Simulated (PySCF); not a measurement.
C2H6ClSi (SMILES C[Si](C)Cl), doublet, geometry from GFN2-xTB. Base run: R2SCAN/STO-3G in PySCF.

PySCF was given this input:
```python
from pyscf import gto, scf, dft

mol = gto.Mole()
mol.atom = '''
    C    -1.38873817   -1.41322925   -0.13122108
    Si    0.04651554   -0.32578017    0.49191798
    C     1.73625714   -0.95559072   -0.12364112
    Cl   -0.23141020    1.58388399   -0.22303002
    H    -2.34927777   -1.03893139    0.20945216
    H    -1.28773223   -2.43706126    0.21396114
    H    -1.40636108   -1.42636843   -1.22018304
    H     1.76207914   -0.96236763   -1.21249770
    H     2.54750805   -0.32182380    0.22132976
    H     1.93142591   -1.96563310    0.22176951
'''
mol.basis = 'sto-3g'
mol.spin = 1
mol.verbose = 4
mol.symmetry = True
mol.build()

mf = dft.UKS(mol)
mf.xc = 'r2scan'
mf.kernel()
mf.analyze()
```

The base run was repeated with changes; each row names its change, and settings that it needs were set with it.

| change | ΔE vs base (eV) | point group used | SCF cycles |
|---|---|---|---|
| base | 0.00 | Cs | 9 |
| symmetry = off | 0.00 | C1 | 9 |
| irrep_nelec = A':(16, 16) A":(9, 8) | 10.22 | Cs | 10 |
| irrep_nelec = A':(18, 16) A":(7, 8) | 9.68 | Cs | 11 |

Open shells are given as the SCF converged; they aren't shown to be the lowest states, and a large step between rows can be another state.
